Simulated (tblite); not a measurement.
C₇H₅PS.
Cartesian coordinates in Å at the GFN2-xTB level; atoms count from 1:
```
atom  x, y, z in Å
C1    -1.6041   -0.5568   -2.6567
C2    -0.7500   -0.6076   -1.8122
C3     0.2757   -0.7043   -0.8535
P4     1.6589   -1.7932   -1.1362
C5     2.3850   -1.3711    0.3456
S6     1.6114   -0.2352    1.3664
C7     0.2566    0.0236    0.3179
C8    -0.7857    0.9449    0.6928
C9    -0.8031    1.6477    1.8220
H10   -2.3548   -0.5046   -3.3873
H11    3.3175   -1.7715    0.7032
H12   -1.5882    1.0360   -0.0283
H13   -1.6073    2.3230    2.0534
H14   -0.0126    1.5687    2.5508
```

Level: GFN2-xTB in tblite, geometry and Hessian alike; calculated harmonic values, unscaled, isolated species. The method is semi-empirical: single wavenumbers can be off by several per cent or more. One conformer, not necessarily the lowest.

Harmonic wavenumbers (cm⁻¹): 79.2, 109.2, 114.2, 195.3, 199.0, 297.0, 365.4, 371.5, 418.1, 438.2, 485.5, 493.8, 580.5, 639.1, 644.5, 671.6, 694.1, 808.0, 859.9, 877.9, 950.9, 979.1, 1000.1, 1103.6, 1162.8, 1219.9, 1278.1, 1397.7, 1457.0, 1650.0, 2236.5, 3060.2, 3101.7, 3113.7, 3140.8, 3396.4.

A = 1464, B = 1323, C = 695.1 MHz; mass 151.985 u (most abundant isotopes); point group Cs, symmetry number 1.

**Question.** Zero-point energy?

**Answer.** Half the sum of the wavenumbers: 19795 cm⁻¹ = 56.60 kcal/mol.

**Question.** Give the ideal-gas entropy at 350 K and 1 bar in the rigid-rotor, harmonic-oscillator model (classical rotation).

**Answer.** Translation 41.79, rotation 30.34, vibration 29.24: S = 101.4 cal/(mol K).

**Question.** And Cp and H(350 K) − H(0)?

**Answer.** Cp = 40.43 cal/(mol K), of which vibrations give 32.48 (their classical limit is 36 R = 71.5); H(350 K) − H(0) = 8.48 kcal/mol without the zero-point energy, 5.70 from vibrations.

**Question.** Blend soft modes into free rotors: weight 1/[1 + (100 cm⁻¹/ν̃)⁴] for the oscillator and the rest for a rotor with moment μB/(μ + B), μ = h/(8π²ν), B = 10⁻⁴⁴ kg m². What vibrational entropy results?

**Answer.** 28.03 cal/(mol K) in place of 29.24, which changes −T·S at 350 K by +0.42 kcal/mol.

**Question.** Which modes carry the vibrational entropy at 350 K?

**Answer.** 79.2 cm⁻¹: 4.23; 109.2 cm⁻¹: 3.60; 114.2 cm⁻¹: 3.51; 195.3 cm⁻¹: 2.48; 199.0 cm⁻¹: 2.44; 297.0 cm⁻¹: 1.71 cal/(mol K); the other 30 give 11.28 together.

**Question.** What must be added to the electronic energy to get the Gibbs energy at 350 K and 1 bar?

**Answer.** ZPE + [H(350 K) − H(0)] − T·S = 56.60 + 8.48 − 35.48 = 29.60 kcal/mol.

Hindered rotation and anharmonicity are outside this model. Other conformers, if any are populated, would add a mixing term that is left out.
